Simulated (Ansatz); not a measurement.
Computed with Ansatz on PBE0-D4/def2-TZVP structures; ΔE is electronic, products minus reactants. CCSD(T)/CBS is the MP2 limit (def2-TZVPP, def2-QZVPP) plus CCSD(T) − MP2 in def2-TZVPP, frozen cores. Functionals use def2-TZVPP. For Ge outer-core shells are correlated without core-valence functions, which leaves a few kJ/mol of doubt a bond. Scalar relativity is left out up to krypton. One conformer a species, not always the lowest.

`C[N]([GeH3])[SiH](O)F` + `S[S][GeH3]` → `CS[S][GeH3]` + `O[SiH](F)[NH][GeH3]`  (substitution at a C–N bond)

`C[N]([GeH3])[SiH](O)F`:

Z-matrix (Å, degrees):
```
C
N 1 1.457
H 1 1.094 2 110.7
H 1 1.096 2 111.4 3 -119.0
H 1 1.096 2 112.1 3 120.0
Ge 2 1.851 1 115.3 3 175.1
Si 2 1.689 1 120.6 3 -9.1
H 6 1.530 2 108.9 1 169.1
H 6 1.541 2 107.4 1 48.5
H 6 1.540 2 108.7 1 -69.2
O 7 1.634 2 108.0 1 149.4
F 7 1.605 2 114.3 1 -92.9
H 7 1.478 2 109.4 1 24.7
H 11 0.958 7 117.1 2 146.4
```

`S[S][GeH3]`:

Z-matrix (Å, degrees):
```
Ge
S 1 2.234
H 1 1.534 2 109.0
H 1 1.536 2 108.7 3 120.6
H 1 1.537 2 106.1 3 -120.0
S 2 2.058 1 99.3 3 -57.9
H 6 1.347 2 98.3 1 -89.0
```

`CS[S][GeH3]`:

Cartesian coordinates in Å:
```
C 1.321 1.127 0.926
S 1.619 -0.198 -0.256
S 0.161 0.135 -1.661
Ge -1.468 -1.109 -0.775
H 1.421 2.101 0.448
H 2.088 1.021 1.697
H 0.337 1.030 1.385
H -2.709 -0.910 -1.661
H -1.028 -2.578 -0.760
H -1.742 -0.620 0.656
```

`O[SiH](F)[NH][GeH3]`:

Cartesian coordinates in Å:
```
O -1.770 0.273 1.000
Si -0.201 0.562 1.338
F 0.237 -0.054 2.745
N 0.787 -0.156 0.158
Ge 0.411 -0.355 -1.637
H -2.042 -0.636 0.862
H -0.105 2.025 1.475
H 1.728 -0.407 0.419
H -0.696 -1.409 -1.823
H 1.710 -0.825 -2.306
H -0.059 0.982 -2.231
```

```json
{"level": "PBE-D4", "ΔE (kJ/mol)": "-44.8"}
{"level": "ωB97X-V", "ΔE (kJ/mol)": "-41.9"}
{"level": "ωB97M-V", "ΔE (kJ/mol)": "-43.1"}
{"level": "B2PLYP", "ΔE (kJ/mol)": "-45.1"}
{"level": "r2SCAN", "ΔE (kJ/mol)": "-47.8"}
{"level": "PBE0", "ΔE (kJ/mol)": "-45.8"}
{"level": "MP2/def2-QZVPP", "ΔE (kJ/mol)": "-47.9"}
{"level": "MP2/CBS(def2)", "ΔE (kJ/mol)": "-49.4"}
```

**Question.** What does CCSD(T)/CBS give? (Estimate.)

**Answer.** Computed: -44.9 kJ/mol. The listed levels differ from it by 0.1, 3.0, 1.8, -0.2, -2.9, -0.9, -3.0, -4.5 kJ/mol.

Largest T1 diagnostic among the species: 0.012.
